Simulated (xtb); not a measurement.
Ga(H)(Cl)(vinyl) (C2H4ClGa), SMILES C=[CH][GaH][Cl]. All values are semi-empirical tight-binding results from xtb (GFN2-xTB unless named), good for trends rather than for accurate numbers. Geometry: GFN2-xTB. The values are those of a single conformer.

Optimised geometry:

```xyz
8

Ga    -0.6398     0.1125     0.0000
H     -2.1582     0.5662     0.0000
Cl     0.7982     1.6196     0.0000
C     -0.1443    -1.8493     0.0000
C      1.1355    -2.1995     0.0000
H     -0.9159    -2.6146     0.0000
H      1.4700    -3.2288     0.0000
H      1.9214    -1.4504     0.0000
```

For metal compounds this method's bond lengths and energies can be far off.

The point group as xtb finds it is Cs, the orbital gap is 4.20 eV and the zero-point energy is 28.9 kcal/mol. The G − E(el) at 298.15 K (modified RRHO) comes out as 9.3 kcal/mol.

Task: Give the atomic charges and the Wiberg bond orders between heavy atoms. (Estimate from the structure and the level; the computed values follow.)

Result: charges (e) Ga1 0.08, H2 -0.04, Cl3 -0.11, C4 -0.07, C5 -0.06, H6 0.07, H7 0.05, H8 0.08. Bond orders Ga1–Cl3 1.33, Ga1–C4 0.87, C4–C5 1.94.
